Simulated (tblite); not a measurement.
C4H8Cl3FSi.
Structure used (GFN2-xTB), in Å, numbered top down from 1:
```
atom  x, y, z in Å
F1    -1.978   -1.926   -0.153
C2    -1.961   -0.621    0.278
C3    -0.747    0.085   -0.310
Si4    0.767   -1.092   -0.139
C5     2.360   -0.052   -0.327
Cl6    2.235    0.901   -1.834
C7    -0.506    1.421    0.342
Cl8   -1.967    2.454    0.331
Cl9    0.024    1.206    2.026
H10   -2.908   -0.171   -0.035
H11   -1.908   -0.654    1.370
H12   -0.939    0.270   -1.371
H13    0.696   -2.042   -1.247
H14    0.778   -1.728    1.176
H15    2.532    0.653    0.482
H16    3.240   -0.680   -0.428
H17    0.274    1.986   -0.171
```

Computed values, GFN2-xTB/tblite, gas phase, harmonic and unscaled. This tight-binding method is rough: wavenumbers can miss measured ones by several per cent, in bad cases by 10 to 20. Modes of hydrogen on silicon can be 10 to 20 % off. One conformer, not necessarily the lowest.

Harmonic wavenumbers (cm⁻¹): 43.3, 53.5, 67.6, 80.0, 110.4, 131.1, 161.1, 183.0, 225.8, 255.6, 307.4, 400.2, 481.5, 540.0, 595.5, 640.2, 654.9, 687.0, 695.8, 713.9, 749.6, 761.1, 776.6, 969.9, 1019.7, 1042.5, 1083.8, 1115.3, 1165.7, 1182.5, 1187.8, 1205.0, 1231.4, 1279.7, 1331.7, 1433.9, 1457.1, 2298.8, 2309.7, 2945.1, 2953.4, 2957.5, 2962.7, 3007.9, 3018.9.

A = 898.0, B = 603.1, C = 487.8 MHz; mass 207.944 u (most abundant isotopes); point group C1, symmetry number 1.

Question: Zero-point energy?

Answer: Half the sum of the wavenumbers: 24238 cm⁻¹ = 69.30 kcal/mol.

Question: What is S at 273.15 K and 1 bar for an ideal gas of classical rigid rotors and harmonic oscillators?

Answer: Translation 41.49, rotation 31.21, vibration 36.69: S = 109.4 cal/(mol K).

Question: And Cp and H(273.15 K) − H(0)?

Answer: Cp = 40.90 cal/(mol K), of which vibrations give 32.95 (their classical limit is 45 R = 89.4); H(273.15 K) − H(0) = 7.17 kcal/mol without the zero-point energy, 5.00 from vibrations.

Question: How do the functions run with temperature in this model?

Answer: 
```json
{"T (K)": "50", "S (cal/(mol K))": "64.7", "Cp (cal/(mol K))": "16.6", "H − H(0) (kcal/mol)": "0.58", "G − H(0) (kcal/mol)": "-2.65", "ln q(vib)": "0.92"}
{"T (K)": "100", "S (cal/(mol K))": "78.5", "Cp (cal/(mol K))": "23.5", "H − H(0) (kcal/mol)": "1.59", "G − H(0) (kcal/mol)": "-6.25", "ln q(vib)": "2.90"}
{"T (K)": "298.15", "S (cal/(mol K))": "113.1", "Cp (cal/(mol K))": "43.3", "H − H(0) (kcal/mol)": "8.22", "G − H(0) (kcal/mol)": "-25.49", "ln q(vib)": "10.09"}
{"T (K)": "373.15", "S (cal/(mol K))": "123.5", "Cp (cal/(mol K))": "50.1", "H − H(0) (kcal/mol)": "11.73", "G − H(0) (kcal/mol)": "-34.37", "ln q(vib)": "12.52"}
{"T (K)": "500", "S (cal/(mol K))": "139.5", "Cp (cal/(mol K))": "59.2", "H − H(0) (kcal/mol)": "18.69", "G − H(0) (kcal/mol)": "-51.08", "ln q(vib)": "16.40"}
{"T (K)": "750", "S (cal/(mol K))": "166.0", "Cp (cal/(mol K))": "71.2", "H − H(0) (kcal/mol)": "35.12", "G − H(0) (kcal/mol)": "-89.40", "ln q(vib)": "23.36"}
{"T (K)": "1000", "S (cal/(mol K))": "187.6", "Cp (cal/(mol K))": "78.6", "H − H(0) (kcal/mol)": "53.91", "G − H(0) (kcal/mol)": "-133.69", "ln q(vib)": "29.50"}
```

q(vib) and H(0) count from the zero-point level.

Question: Which modes carry the vibrational entropy at 273.15 K?

Answer: 43.3 cm⁻¹: 4.93; 53.5 cm⁻¹: 4.51; 67.6 cm⁻¹: 4.05; 80.0 cm⁻¹: 3.72; 110.4 cm⁻¹: 3.09; 131.1 cm⁻¹: 2.76 cal/(mol K); the other 39 give 13.63 together.

Hindered rotation and anharmonicity are outside this model. Other conformers, if any are populated, would add a mixing term that is left out. The structure is chiral; the term R ln 2 for an equal mix with its mirror image is left out.

The run took 1.0 s wall on one thread of an Arm Neoverse V1, on a shared host. The figure is for the frequency step alone.
